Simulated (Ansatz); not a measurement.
Consider the redistribution: `[F][Sn][Cl]` + `COB(O)C(C)C` → `C[CH](C)[Sn][Cl]` + `COB(O)F`.

Gas-phase electronic energies from Ansatz, PBE0-D4/def2-TZVP geometries. CCSD(T)/CBS is the MP2 limit (def2-TZVPP, def2-QZVPP) plus CCSD(T) − MP2 in def2-TZVPP, frozen cores. DFT in def2-TZVPP. def2 core potentials past Kr. For Sn outer-core shells are correlated without core-valence functions, which leaves a few kJ/mol of doubt a bond. Each species was taken in one conformer, which may not be the lowest.

| level | ΔE (kJ/mol) |
| --- | --- |
| ωB97X-V | 7.2 |
| PBE-QIDH | -9.6 |

What does CCSD(T)/CBS give? (Estimate.)

Ansatz gave: -3.1 kJ/mol. The listed levels differ from it by 10.3, -6.5 kJ/mol.

Largest T1 diagnostic among the species: 0.016.

From PBE to PBE0 (25 % exact exchange), in def2-TZVPP and without D4, ΔE moves by −10.3 kJ/mol. Leaving LDA and LC-ωPBE aside and taking each functional with its dispersion term where it has one, the values, not all of them listed here, spread over 20.5 kJ/mol, from PBE-QIDH to B97M-V. LDA lies −8.5 kJ/mol from PBE without D4.
